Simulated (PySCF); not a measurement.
HfI₂, SMILES [I][Hf][I], multiplicity 1.

Coordinates come from a B3LYP-D3(BJ)/def2-SVP optimisation. The multiplicity is an assumed one; other spin states were not compared. The def2 effective core potentials stand for the cores of Hf, I; spin–orbit coupling is left out.

Two levels are set side by side: TDDFT-PBE/def2-SVPD (PySCF) and TDDFT-B3LYP/def2-SVPD (PySCF). Vertical, same geometry. The lowest singlet is HOMO→LUMO+1 104 % with PBE and HOMO→LUMO 106 % with the other functional; states are paired by order. Differences are taken from unrounded values.

```json
[
 {"quantity": "lowest singlet excitation (eV)", "TDDFT-PBE": "1.38"},
 {"quantity": "lowest triplet excitation (TDA) (eV)", "TDDFT-PBE": "0.04"}
]
```

Task: These are the TDDFT-PBE values. What does TDDFT-B3LYP give? (Estimate from the structure and the level; the computed values follow.)

Result: 
| quantity | TDDFT-B3LYP | TDDFT-PBE minus TDDFT-B3LYP |
|---|---|---|
| lowest singlet excitation (eV) | 1.31 | 0.07 |
| lowest triplet excitation (TDA) (eV) | 0.08 | -0.04 |

Rough cost on one machine, each run with all the roots and properties that it gave: TDDFT-B3LYP against TDDFT-PBE about 2 times.
